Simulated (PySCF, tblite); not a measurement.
C4H7FO2Si.
Structure used (GFN2-xTB), in Å, numbered top down from 1:
```xyz
15
C4H7FO2Si angstrom
C      2.424    0.074   -0.810
O      1.084    0.168   -1.226
C      0.132    0.056   -0.261
C      0.296   -0.118    1.047
O     -0.858   -0.211    1.814
Si    -2.216   -0.056    0.925
F     -3.071   -1.416    1.027
C     -1.298    0.134   -0.728
H      3.027    0.180   -1.710
H      2.627   -0.894   -0.342
H      2.676    0.871   -0.103
H      1.201   -0.208    1.618
H     -3.062    1.004    1.418
H     -1.469    1.080   -1.240
H     -1.497   -0.656   -1.452
```

Theory: CAM-B3LYP/def2-SVPD in PySCF (dipole) on a GFN2-xTB geometry, gas phase.

Masses are those of the commonest isotopes; rigid-rotor values at the optimised geometry. The values belong to one conformer with, in the numbering `[CH3:1][O:2][C:3]1=[CH:4][O:5][Si@H:6]([F:7])[CH2:8]1`, C1–O2–C3–C4 1°.

(1) What are A, B and C (MHz)?

(2) What kind of rotor is it?

(3) Is it planar, by Δ = Ic − Ia − Ib?

(4) Give the other two planar moments, Paa and Pbb, and the rms extents of the mass along the axes.

(5) Which lines would a microwave search look for?

Results:

(1) Ia = 106.99, Ib = 514.87, Ic = 570.38 u·Å²; 505379 MHz·u·Å²/I gives A = 4723, B = 981.6, C = 886.0 MHz.

(2) A near-prolate asymmetric top. Ray's parameter κ = (2B − A − C)/(A − C) = -0.950; −1 is the prolate and +1 the oblate limit.

(3) Not planar: Δ = Ic − Ia − Ib = -51.48 u·Å². For a rigid frame Δ = −2 Σ m c², so Σ m c² = 25.74 u·Å² lies off the ab plane: 6.34 from hydrogen and 19.40 from heavier atoms. The atom farthest from that plane is 1.62 Å away.

(4) Paa = Σ m a² = (Ib + Ic − Ia)/2 = 489.12 and Pbb = Σ m b² = (Ia + Ic − Ib)/2 = 81.25 u·Å². With the mass M = 134.02 u, the rms extents √(P/M) along a, b and c are 1.91, 0.78, 0.44 Å.

(5) The dipole components are |μa| = 2.14 D, |μb| = 0.25 D, |μc| = 1.04 D. The squared components, which scale the intensities, stand as 1.00 : 0.01 : 0.24 (a : b : c). Some lines, for components of 0.1 D or more:

```csv
type,branch,"J(Ka,Kc)",MHz,lower level (cm⁻¹)
a,Q,"3(1,2) ← 3(1,3)",573,0.491
c,Q,"3(1,3) ← 3(0,3)",3511,0.373
b,R,"4(0,4) ← 3(1,3)",3942,0.491
a,R,"3(0,3) ← 2(0,2)",5596,0.187
a,R,"3(2,2) ← 2(2,1)",5603,0.693
a,R,"3(2,1) ← 2(2,0)",5610,0.693
b,R,"5(0,5) ← 4(1,4)",5968,0.733
a,R,"5(1,5) ← 4(1,4)",9092,0.733
a,R,"5(2,4) ← 4(2,3)",9334,1.129
a,R,"5(4,2) ← 4(4,1)",9342,2.646
a,R,"5(4,1) ← 4(4,0)",9342,2.646
b,Q,"4(2,2) ← 4(1,3)",10922,0.765
b,Q,"2(2,0) ← 2(1,1)",11227,0.318
c,R,"5(1,4) ← 4(0,4)",13858,0.622
c,R,"2(2,1) ← 1(1,1)",15152,0.187
c,R,"4(2,2) ← 3(1,2)",18579,0.510
b,Q,"5(3,3) ← 5(2,4)",18964,1.440
c,R,"5(2,4) ← 4(1,4)",21184,0.733
c,R,"3(3,1) ← 2(2,1)",24552,0.693
c,R,"4(3,1) ← 3(2,1)",26414,0.880
c,R,"4(3,2) ← 3(2,2)",26423,0.879
b,R,"4(3,1) ← 3(2,2)",26423,0.879
b,R,"5(5,1) ← 4(4,0)",43445,2.646
```

Its GFN2-xTB frequencies are all real (lowest 61 cm⁻¹). Constants of a rigid frame at the computed geometry: no zero-point averaging, no centrifugal distortion. A rigid rotor knows nothing of internal rotation, which can split or shift real lines.
